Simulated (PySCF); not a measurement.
## Calculated data, BH3NOSi

Calculation on a computer-drawn molecule: optimised geometry and harmonic frequencies of an isolated molecule of the commonest isotopes, restricted reference for singlets and unrestricted otherwise, frozen core in MP2. Program: PySCF 2.14.0.

```json
{"formula": "BH3NOSi", "start_structure": {"atoms_angstrom": [["N", -1.1034, 0.0415, 0.2499], ["Si", 0.5116, 0.77, 0.2172], ["B", 2.1177, -0.2509, 0.6152], ["O", 3.0425, -0.8012, 0.9135], ["H", -1.6549, -0.0242, -0.6073], ["H", -1.2035, -0.8, 0.8156], ["H", 0.3258, 1.9952, -0.5298]]}, "given": {"charge": 0, "multiplicity": 2, "method": "HF", "basis": "cc-pV(D+d)Z", "drawn_bonds_atom": [1, 2, 3, 1, 1, 2], "drawn_bonds_other_atom": [2, 3, 4, 5, 6, 7], "drawn_bonds_order": [1, 1, 2, 1, 1, 1]}, "results": {}}
```

Q: BH3NOSi: total energy?
A: -444.7299 hartree

Q: Give the missing rotational constants for BH3NOSi.
A: 18.8, 2.901, 2.557 GHz

Further results for BH3NOSi:

| Property | Result |
| --- | --- |
| spin squared | 0.7589 |
| convergence status largest gradient component | 3.9e-05 hartree/bohr |

Optimised structure:
```xyz
7
BH3NOSi
N     -0.9517    -0.1607     0.0758
Si     0.3517     0.9028     0.4214
B      2.0435    -0.1671     0.6625
O      3.0404    -0.7768     0.8772
H     -1.7830     0.2015    -0.3534
H     -1.1763    -0.9140     0.6989
H      0.5113     1.8446    -0.7081
```

Modes:
```tsv
frequency (cm⁻¹)	reduced mass (dalton)
134.2	2.742
209.8	1.312
319.8	4.064
428.2	3.09
441.5	1.68
518	9.035
674.5	1.302
750.3	1.106
886.2	5.084
958.9	1.285
1694	1.109
2123	12.22
2313	1.044
3771	1.051
3865	1.096
```
